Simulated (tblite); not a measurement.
Compound: C₂H₇NSi₂.
Atom-mapped SMILES: `[N:1]#[C:2][SiH2:3][CH2:4][SiH3:5]` (hydrogens: H6, H7 on Si3; H8, H9 on C4; H10, H11, H12 on Si5)

Geometry (GFN2-xTB, Å), atoms numbered from 1 in this order:
```xyz
12
C2H7NSi2 angstrom
N     -1.9574    2.4778    0.6259
C     -1.7515    1.3661    0.4406
Si    -1.4179   -0.4461    0.1275
C      0.2538   -0.5673   -0.7582
Si     1.7627    0.0911    0.2048
H     -2.5287   -0.9108   -0.7119
H     -1.4164   -1.1015    1.4378
H      0.4313   -1.6128   -1.0152
H      0.1877   -0.0318   -1.7071
H      2.9597   -0.0909   -0.6209
H      1.5719    1.5075    0.5098
H      1.9061   -0.6820    1.4409
```

Method: GFN2-xTB as coded in tblite; computed harmonic values from a numerical Hessian at the method's own geometry, unscaled. The method is semi-empirical: single wavenumbers can be off by several per cent or more. Modes of hydrogen on silicon can be 10 to 20 % off. One conformer, not necessarily the lowest.

Harmonic wavenumbers (cm⁻¹): 45.4, 88.6, 128.5, 183.0, 259.9, 329.7, 460.6, 492.6, 514.9, 565.0, 610.0, 640.7, 702.4, 745.1, 765.8, 782.5, 791.9, 798.8, 825.2, 1023.3, 1138.1, 1450.9, 2228.0, 2246.2, 2251.3, 2258.5, 2286.7, 2356.8, 2963.1, 2973.6.

A = 4522, B = 1739, C = 1359 MHz; mass 101.012 u (most abundant isotopes); point group C1, symmetry number 1.

Problem. What is the zero-point energy?

Solution. Half the sum of the wavenumbers: 16454 cm⁻¹ = 47.04 kcal/mol.

Problem. What is S at 500 K and 1 bar for an ideal gas of classical rigid rotors and harmonic oscillators?

Solution. Translation 42.34, rotation 29.34, vibration 36.96: S = 108.6 cal/(mol K).

Problem. And Cp and H(500 K) − H(0)?

Solution. Cp = 41.87 cal/(mol K), of which vibrations give 33.92 (their classical limit is 30 R = 59.6); H(500 K) − H(0) = 13.38 kcal/mol without the zero-point energy, 9.40 from vibrations.

Problem. What must be added to the electronic energy to get the Gibbs energy at 500 K and 1 bar?

Solution. ZPE + [H(500 K) − H(0)] − T·S = 47.04 + 13.38 − 54.32 = 6.10 kcal/mol.

Problem. Blend soft modes into free rotors: weight 1/[1 + (100 cm⁻¹/ν̃)⁴] for the oscillator and the rest for a rotor with moment μB/(μ + B), μ = h/(8π²ν), B = 10⁻⁴⁴ kg m². What vibrational entropy results?

Solution. 34.13 cal/(mol K) in place of 36.96, which changes −T·S at 500 K by +1.42 kcal/mol.

Problem. Which modes carry the vibrational entropy at 500 K?

Solution. 45.4 cm⁻¹: 6.03; 88.6 cm⁻¹: 4.71; 128.5 cm⁻¹: 3.98; 183.0 cm⁻¹: 3.28; 259.9 cm⁻¹: 2.61; 329.7 cm⁻¹: 2.16 cal/(mol K); the other 24 give 14.19 together.

Hindered rotation and anharmonicity are outside this model. Other conformers, if any are populated, would add a mixing term that is left out. The structure is chiral; the term R ln 2 for an equal mix with its mirror image is left out.
